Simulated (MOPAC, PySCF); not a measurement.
C₁₀H₁₂Si, SMILES `c1c(cc(/C=C/C=C)cc1)[SiH3]` (C–C–C–C torsion -180°, C–C–C–C torsion 1°), neutral singlet in the gas phase. 

Z-matrix (Å, degrees):
```
C
C 1 1.4086
H 2 1.0945 1 118.03
C 2 1.4033 3 119.65 1 -179.68
C 4 1.4058 2 118.23 3 179.47
H 5 1.0937 4 120.23 2 -179.49
C 5 1.3989 6 119.32 4 -179.75
C 7 1.3921 5 120.46 6 179.61
H 8 1.0917 7 119.32 5 -179.90
H 7 1.0929 8 119.67 9 -0.08
C 1 1.4638 2 118.98 3 0.18
C 11 1.3521 1 127.41 2 -179.23
H 12 1.0956 11 120.10 1 0.07
H 11 1.0963 12 117.57 13 -179.89
C 12 1.4507 13 116.24 11 -179.97
C 15 1.3450 12 124.46 13 -0.01
H 16 1.0924 15 121.68 12 179.97
H 16 1.0947 17 117.08 15 179.91
H 15 1.0968 16 119.26 17 -0.03
Si 4 1.8820 2 120.85 3 -1.91
H 20 1.4918 4 109.73 2 26.94
H 20 1.4920 21 109.68 4 -120.82
H 20 1.4940 21 108.20 22 -117.59
```
Charge 0, multiplicity 1.

All levels are single points at this geometry (B3LYP-D3(BJ)/def2-SVP); Pople sets use spherical d functions. Orbital energies aren't observables, and empty levels follow the basis.

```csv
level,HOMO (eV),LUMO (eV),gap (eV),dipole (D),"vertical IE, Delta-SCF (eV)"
B3LYP-D3(BJ)/def2-TZVP in PySCF,-6.02,-1.85,4.17,0.80,7.65
PBE-D3(BJ)/def2-TZVP in PySCF,-5.39,-2.50,2.89,0.85,7.60
B3LYP/3-21G in PySCF,-5.78,-1.42,4.36,0.79,–
B3LYP/6-311+G** in PySCF,-6.03,-1.87,4.16,0.69,–
B3LYP/6-31G* in PySCF,-5.69,-1.43,4.26,0.84,7.40
BP86/6-31G* in PySCF,-5.15,-2.21,2.94,0.89,–
M06-2X/6-31G* in PySCF,-6.96,-0.58,6.38,0.77,–
PBE/6-31G* in PySCF,-5.06,-2.12,2.94,0.89,7.36
HF/6-31G* in PySCF,-7.63,2.18,9.81,0.85,–
HF/STO-3G in PySCF,-5.89,5.32,11.21,0.24,–
AM1 in MOPAC,-8.58,-0.35,8.23,0.17,–
PM3 in MOPAC,-8.58,-0.43,8.16,0.29,–
PM7 in MOPAC,-8.78,-0.60,8.18,0.22,–
```
